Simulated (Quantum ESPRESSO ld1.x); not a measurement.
The numbers below are computed, except where a source is named.
Question: Ag18+, 29 electrons, occupied as [Ar] 3d10 4s1 (the NIST ground configuration). Level of theory: scalar-relativistic Kohn-Sham, LDA (Slater exchange, Perdew-Zunger correlation), spin-unpolarised, spherical densities, point nucleus (ld1.x of Quantum ESPRESSO 7.5). Some entries of the table are withheld. Estimate them.

orbital  occ.  eigenvalue (eV)  <1/r> (bohr^-1)
1s          2         -25791.5            49.39
2s          2         -4207.31              (1)
2p          6         -3827.47            10.86
3s          2              (2)            3.992
3p          6              (3)              (4)
3d         10         -819.698            3.604
4s          1         -489.534              (5)

Answer: 
(1) 2s <1/r> (bohr^-1): 11.23
(2) 3s eigenvalue (eV): -1141.09
(3) 3p eigenvalue (eV): -1015.85
(4) 3p <1/r> (bohr^-1): 3.815
(5) 4s <1/r> (bohr^-1): 1.805
